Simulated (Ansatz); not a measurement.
# From F to Br: the dipole moment

One atom is swapped for its congeners: CHBrClF (bromochlorofluoromethane) `FC(Cl)Br`; CHBrCl2 (bromodichloromethane) `ClC(Cl)Br`; CHBr2Cl (chlorodibromomethane) `ClC(Br)Br`. All are singlets with charge 0.

Shapes, held fixed at every level: PBE0-D4/def2-TZVP. Programs: Ansatz 0.2.0. Values in D.

Task: How should the dipole moment change along the series?

Result: At wB97M-V/def2-TZVPP the dipole moment falls at every step, from 1.20 to 0.96 D. Every level shows the same order. Relativity is left out for Br unless named. Magnitudes only: a dipole under 1 D may point either way.

```
               level  CHBrClF  CHBrCl2  CHBr2Cl
   PBE-D4/def2-TZVPP     1.12     0.97     0.91
r2SCAN-D4/def2-TZVPP     1.19     1.03     0.98
 B3LYP-D4/def2-TZVPP     1.20     1.01     0.95
  wB97M-V/def2-TZVPP     1.20     1.02     0.96
```
